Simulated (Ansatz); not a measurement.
The same path of H5NOSiSn (9 atoms, charge 0, multiplicity 1) was run twice with different band settings. Lost on the way: Si2–H7. Made: O3–H7.

Theory: Ansatz, RKS PBE0/def2-SVP.

Relaxed end points:

```xyz
9
Properties=species:S:1:pos:R:3
N -0.797 1.751 0.246
Si -0.726 0.058 0.302
O 0.429 -0.659 1.172
Sn 1.051 -1.390 -0.807
H 0.026 2.338 0.311
H -1.623 2.252 -0.059
H -2.128 -0.435 0.252
H 1.160 -3.100 -0.569
H 2.697 -0.862 -0.865
```

```xyz
9
Properties=species:S:1:pos:R:3
N -0.770 1.815 0.080
Si -1.528 0.291 -0.107
O -0.299 -0.589 0.792
Sn 0.916 -1.214 -1.204
H 0.114 1.966 0.561
H -1.115 2.651 -0.380
H -0.589 -1.439 1.147
H 0.950 -2.842 -0.492
H 2.410 -0.686 -0.415
```

Common settings: movable images 5; climbing image yes; spring 5.0 eV/Å²; optimiser quadratic models (default); start path through a guess of the saddle point; force threshold 0.03 eV/Å; end points relaxed.

| run | iteration limit |
| --- | --- |
| 1 | 60 |
| 2 | 10 |

(1) What does each run give, and how far can it be trusted?

Answers

(1) Run 1: converged after 10 iterations, highest image 2.690 eV above the first end. Neighbouring images differ by up to 1.6 eV, so the band resolves the path poorly. A vibrational analysis at the climbing image gives one clearly imaginary mode, 1545i cm⁻¹: a first-order saddle point.
Run 2: converged after 10 iterations, highest image 2.690 eV above the first end. Neighbouring images differ by up to 1.6 eV, so the band resolves the path poorly. Another band between the same ends (5 images) ends at a top of the same energy, where a vibrational analysis finds 1 clearly imaginary mode.
The orbitals stay closed-shell, which can raise the energy where a bond breaks towards radicals; this wasn't checked here.
